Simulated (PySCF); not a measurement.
Species: cyclo-(H2SiO)4.
Bonds: Si1–O4, Si1–O16, O4–Si5, Si5–O8, O8–Si9, Si9–O12, O12–Si13, Si13–O16. Hydrogens: H2, H3 on Si1; H6, H7 on Si5; H10, H11 on Si9; H14, H15 on Si13.

A GFN2-xTB structure was refined with PBE0-D3(BJ)/def2-SVP geometry optimisation, gas phase (PySCF 2.14.0). Its GFN2-xTB values:

```json
{"coordinate": "Si1–H2", "GFN2-xTB": "1.390 Å"}
{"coordinate": "Si1–O4", "GFN2-xTB": "1.608 Å"}
{"coordinate": "O8–Si9", "GFN2-xTB": "1.533 Å"}
{"coordinate": "Si1–O4–Si5", "GFN2-xTB": "153.4°"}
{"coordinate": "Si1–O16–Si13", "GFN2-xTB": "146.6°"}
{"coordinate": "O4–Si1–O16", "GFN2-xTB": "105.4°"}
{"coordinate": "O4–Si5–O8", "GFN2-xTB": "109.0°"}
{"coordinate": "Si5–O8–Si9", "GFN2-xTB": "149.5°"}
{"coordinate": "O4–Si5–O8–Si9", "GFN2-xTB": "-20°"}
{"coordinate": "O8–Si9–O12–Si13", "GFN2-xTB": "20°"}
{"coordinate": "O12–Si13–O16–Si1", "GFN2-xTB": "-22°"}
{"coordinate": "O16–Si1–O4–Si5", "GFN2-xTB": "37°"}
```

Question: How do these coordinates change at the PBE0-D3(BJ)/def2-SVP level?

Answer: 
```json
{"coordinate": "O8–Si9", "PBE0-D3(BJ)/def2-SVP (Å or °)": "1.649", "change": "+0.116"}
{"coordinate": "Si1–H2", "PBE0-D3(BJ)/def2-SVP (Å or °)": "1.488", "change": "+0.098"}
{"coordinate": "Si1–O4", "PBE0-D3(BJ)/def2-SVP (Å or °)": "1.648", "change": "+0.040"}
{"coordinate": "Si1–O16–Si13", "PBE0-D3(BJ)/def2-SVP (Å or °)": "152.4", "change": "+5.8"}
{"coordinate": "O4–Si1–O16", "PBE0-D3(BJ)/def2-SVP (Å or °)": "110.6", "change": "+5.2"}
{"coordinate": "Si5–O8–Si9", "PBE0-D3(BJ)/def2-SVP (Å or °)": "154.1", "change": "+4.6"}
{"coordinate": "Si1–O4–Si5", "PBE0-D3(BJ)/def2-SVP (Å or °)": "156.9", "change": "+3.5"}
{"coordinate": "O4–Si5–O8", "PBE0-D3(BJ)/def2-SVP (Å or °)": "110.5", "change": "+1.5"}
{"coordinate": "O16–Si1–O4–Si5", "PBE0-D3(BJ)/def2-SVP (Å or °)": "24", "change": "-13"}
{"coordinate": "O8–Si9–O12–Si13", "PBE0-D3(BJ)/def2-SVP (Å or °)": "7", "change": "-13"}
{"coordinate": "O4–Si5–O8–Si9", "PBE0-D3(BJ)/def2-SVP (Å or °)": "-9", "change": "+11"}
{"coordinate": "O12–Si13–O16–Si1", "PBE0-D3(BJ)/def2-SVP (Å or °)": "-12", "change": "+10"}
```

The energy falls by 29.3 kcal/mol over 13 energy and gradient evaluations, the largest force component goes from 0.0824 to 4.2e-04 Eh/bohr, and the atoms move by 0.347 Å rms after alignment. The bond that changes most is O8–Si9 (ends: oxygen bonded to 2 Si; silicon bonded to 2 O and 2 H), which lengthens by 0.116 Å. Bonds longer at the end by more than 0.005 Å: 12 of 16; shorter: 3. Among the dihedrals that turn most is H7–Si5–O8–Si9, from 93° to 111°. Rotational constants go from 1195, 1161, 668.3 to 1117, 1089, 591.7 MHz.

The run used 168 basis functions and 81 SCF cycles in all. Time: 9.2 min wall, 7.4 min CPU; peak memory 0.71 GiB. Hardware: an Intel Xeon at 2.50 GHz with one thread, shared host.

No frequency check. One conformer, not necessarily the lowest.
